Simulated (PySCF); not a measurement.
SMILES [OH][Al]([OH])[SiH2][Si](O)(O)O, singlet (GFN2-xTB optimised geometry):

```
15

Si     0.780    -0.805     0.000
O      0.590     0.897     0.000
O      0.409    -1.274     1.530
O      2.416    -0.805     0.000
Si    -0.719    -0.968    -1.749
Al    -0.971     1.342    -1.064
O     -2.159     1.449     0.093
O     -0.456     2.540    -2.080
H      1.227     1.416     0.500
H     -0.500    -1.283     1.810
H      2.878    -1.619     0.167
H     -1.595    -2.122    -1.422
H      0.030    -1.539    -2.891
H     -2.878     1.619     0.680
H     -0.152     3.179    -2.704
```

Method: B3LYP/def2-TZVP (PySCF).

Task: What are the frontier orbital energies and the dipole moment?

Result: HOMO-2 -8.21 eV, HOMO-1 -8.06 eV, HOMO -6.48 eV, LUMO -0.41 eV, LUMO+1 -0.19 eV; dipole moment 1.69 D.

On the same geometry PBE/def2-TZVP (PySCF) gives HOMO-2 -6.79 eV, HOMO-1 -6.65 eV, HOMO -5.59 eV, LUMO -1.03 eV, LUMO+1 -0.84 eV; dipole moment 1.85 D.

Meta-Löwdin charges at B3LYP/def2-TZVP: Si1 1.24, O2 -0.69, O3 -0.76, O4 -0.75, Si5 -0.10, Al6 1.02, O7 -0.81, O8 -0.81, H9 0.37, H10 0.36, H11 0.36, H12 -0.08, H13 -0.07, H14 0.36, H15 0.36.
